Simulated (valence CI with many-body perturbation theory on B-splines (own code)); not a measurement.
Values are calculated unless marked as measured or tabulated.
# Level structure of Br29+

Method: configuration interaction combined with many-body perturbation theory (CI+MBPT): four valence electrons over a frozen Dirac-Fock core [He], a basis of 11 s, 11 p, 10 d, 8 f, 5 g, 2 h functions for each j, with the one-electron correlation potential Σ1 (screened to all orders), the two-electron term Σ2, the three-electron term Σ3, Breit, model QED; selected single and double excitations, second order for the rest, scaled by the run's own slope (own B-spline code, finite nucleus).

The last digits are not significant, and no measured levels were compared; by estimate large intervals hold to a few tenths of a per cent, small ones and those within an open d or f shell to about a per cent. Among the levels kept, up to 1100 cm⁻¹ of a level comes from second order outside the variational space, and about a tenth of that is noise between levels of different J, which matters for small intervals.

Levels 136 to 180 of 196, with energies above the lowest level, (2s^2 2p1/2^2) J=0. "Leading %" is the weight of the configuration and term that name the level; weights of strongly mixed levels are sums over their largest components and can fall short, so below about 35 % the name and the second component can differ from the true leading terms, or belong to a minority configuration. In the jj column 3d3/2^4 stands for four electrons in 3d with j = 3/2.

| No. | Configuration | Term | J | E (Ry) | Leading % | Leading jj | Second component |
| --- | --- | --- | --- | --- | --- | --- | --- |
| 136 | 2s2p²3d | ³D | 3 | 159.48 | 49 | 2s 2p3/2^2 3d3/2 (61 %) | 23 % 2s2p²3d ³F |
| 137 | 2s2p²3d | ³D | 2 | 159.62 | 34 | 2s 2p3/2^2 3d3/2 (76 %) | 27 % 2s2p²3d ³P |
| 138 | 2p³3s | ³S° | 1 | 159.71 | 26 | 2p1/2^2 2p3/2 3s (66 %) | 19 % 2p³3s ³D° |
| 139 | 2s2p²3p | ³D° | 3 | 159.75 | 78 | 2s 2p3/2^2 3p3/2 (86 %) | 9 % 2s2p²3p ³F° |
| 140 | 2s2p²3p | ³P° | 0 | 159.77 | 71 | 2s 2p3/2^2 3p3/2 (74 %) | 28 % 2s2p²3p ¹S° |
| 141 | 2s2p²3d | ³P | 1 | 159.84 | 40 | 2s 2p3/2^2 3d3/2 (72 %) | 17 % 2s2p²3d ³S |
| 142 | 2s2p²3d | ¹G | 4 | 159.94 | 40 | 2s 2p3/2^2 3d3/2 (80 %) | 34 % 2s2p²3d ³F |
| 143 | 2s2p²3p | ³P° | 2 | 159.98 | 81 | 2s 2p3/2^2 3p3/2 (84 %) | 5 % 2s2p²3p ³D° |
| 144 | 2s2p²3p | ¹P° | 1 | 160.09 | 45 | 2s 2p3/2^2 3p3/2 (82 %) | 40 % 2s2p²3p ³P° |
| 145 | 2s2p²3d | ³D | 3 | 160.37 | 37 | 2s 2p3/2^2 3d5/2 (68 %) | 33 % 2s2p²3d ¹F |
| 146 | 2s2p²3d | ¹S | 0 | 160.46 | 58 | 2s 2p3/2^2 3d5/2 (65 %) | 39 % 2s2p²3d ³P |
| 147 | 2s2p²3p | ¹D° | 2 | 160.47 | 47 | 2s 2p3/2^2 3p3/2 (81 %) | 36 % 2s2p²3p ³P° |
| 148 | 2s2p²3d | ¹P | 1 | 160.60 | 38 | 2s 2p3/2^2 3d5/2 (74 %) | 32 % 2s2p²3d ³S |
| 149 | 2s2p²3d | ³P | 2 | 160.69 | 38 | 2s 2p3/2^2 3d5/2 (83 %) | 36 % 2s2p²3d ¹D |
| 150 | 2s2p²3p | ¹P° | 1 | 161.18 | 55 | 2s 2p3/2^2 3p3/2 (78 %) | 19 % 2s2p²3p ³S° |
| 151 | 2p³3p | ⁵P | 1 | 161.30 | 44 | 2p1/2^2 2p3/2 3p1/2 (84 %) | 13 % 2p³3p ³P |
| 152 | 2p³3p | ⁵P | 2 | 161.38 | 36 | 2p1/2^2 2p3/2 3p1/2 (80 %) | 16 % 2p³3p ³P |
| 153 | 2p³3s | ³D° | 2 | 162.12 | 48 | 2p1/2 2p3/2^2 3s (86 %) | 30 % 2p³3s ⁵S° |
| 154 | 2p³3p | ⁵P | 3 | 162.30 | 50 | 2p1/2^2 2p3/2 3p3/2 (76 %) | 25 % 2p³3p ³D |
| 155 | 2p³3p | ³P | 1 | 162.44 | 18 | 2p1/2^2 2p3/2 3p3/2 (50 %) | 17 % 2s2p²3d ¹P |
| 156 | 2s2p²3d | ³D | 1 | 162.54 | 23 | 2s 2p3/2^2 3d3/2 (43 %) | 22 % 2s2p²3d ¹P |
| 157 | 2p³3s | ³D° | 1 | 162.54 | 47 | 2p1/2 2p3/2^2 3s (86 %) | 40 % 2p³3s ³S° |
| 158 | 2s2p²3d | ³F | 4 | 162.61 | 79 | 2s 2p3/2^2 3d5/2 (89 %) | 10 % 2s2p²3d ¹G |
| 159 | 2s2p²3d | ³D | 3 | 162.63 | 42 | 2s 2p3/2^2 3d5/2 (53 %) | 40 % 2s2p²3d ³F |
| 160 | 2s2p²3d | ³D | 2 | 162.74 | 50 | 2s 2p3/2^2 3d3/2 (85 %) | 25 % 2s2p²3d ³F |
| 161 | 2s2p²3d | ³D | 3 | 162.91 | 74 | 2s 2p3/2^2 3d5/2 (67 %) | 5 % 2s2p²3d ³F |
| 162 | 2s2p²3d | ³P | 2 | 162.91 | 37 | 2s 2p3/2^2 3d3/2 (50 %) | 34 % 2s2p²3d ³D |
| 163 | 2s2p²3d | ³D | 1 | 162.96 | 86 | 2s 2p3/2^2 3d3/2 (82 %) |  |
| 164 | 2p³3s | ³D° | 3 | 162.98 | 94 | 2p1/2 2p3/2^2 3s (94 %) |  |
| 165 | 2p³3p | ³P | 2 | 163.07 | 30 | 2p1/2^2 2p3/2 3p3/2 (71 %) | 27 % 2p³3p ⁵P |
| 166 | 2s2p²3d | ³P | 0 | 163.20 | 83 | 2s 2p3/2^2 3d3/2 (87 %) | 14 % 2s2p²3d ¹S |
| 167 | 2s2p²3d | ¹D | 2 | 163.21 | 53 | 2s 2p3/2^2 3d5/2 (76 %) | 32 % 2s2p²3d ³D |
| 168 | 2p³3s | ¹D° | 2 | 163.29 | 68 | 2p1/2 2p3/2^2 3s (95 %) | 27 % 2p³3s ³D° |
| 169 | 2s2p²3d | ¹F | 3 | 163.30 | 68 | 2s 2p3/2^2 3d5/2 (45 %) | 15 % 2s2p²3d ³D |
| 170 | 2s2p²3d | ³P | 1 | 163.38 | 60 | 2s 2p3/2^2 3d5/2 (67 %) | 29 % 2s2p²3d ¹P |
| 171 | 2p³3p | ³P | 0 | 163.75 | 87 | 2p1/2^2 2p3/2 3p3/2 (67 %) | 9 % 2p³3p ¹S |
| 172 | 2s2p²3d | ¹D | 2 | 164.14 | 68 | 2s 2p3/2^2 3d5/2 (61 %) | 15 % 2s2p²3d ³P |
| 173 | 2p³3p | ³D | 1 | 164.26 | 26 | 2p1/2 2p3/2^2 3p1/2 (88 %) | 25 % 2p³3p ⁵P |
| 174 | 2p³3p | ³F | 2 | 164.61 | 33 | 2p1/2 2p3/2^2 3p1/2 (88 %) | 24 % 2p³3p ³D |
| 175 | 2p³3s | ³P° | 0 | 164.69 | 94 | 2p1/2 2p3/2^2 3s (94 %) |  |
| 176 | 2p³3d | ⁵D° | 2 | 164.74 | 35 | 2p1/2^2 2p3/2 3d3/2 (88 %) | 28 % 2p³3d ³D° |
| 177 | 2p³3d | ⁵D° | 3 | 164.80 | 46 | 2p1/2^2 2p3/2 3d3/2 (66 %) | 19 % 2p³3d ³D° |
| 178 | 2p³3s | ³P° | 1 | 164.87 | 65 | 2p1/2 2p3/2^2 3s (91 %) | 26 % 2p³3s ¹P° |
| 179 | 2p³3d | ⁵D° | 1 | 164.93 | 59 | 2p1/2^2 2p3/2 3d3/2 (78 %) | 17 % 2p³3d ³P° |
| 180 | 2p³3d | ⁵D° | 0 | 164.93 | 60 | 2p1/2^2 2p3/2 3d3/2 (79 %) | 30 % 2p³3d ³P° |

Where two levels of one J and parity lie close, their mixing, g and order are uncertain.
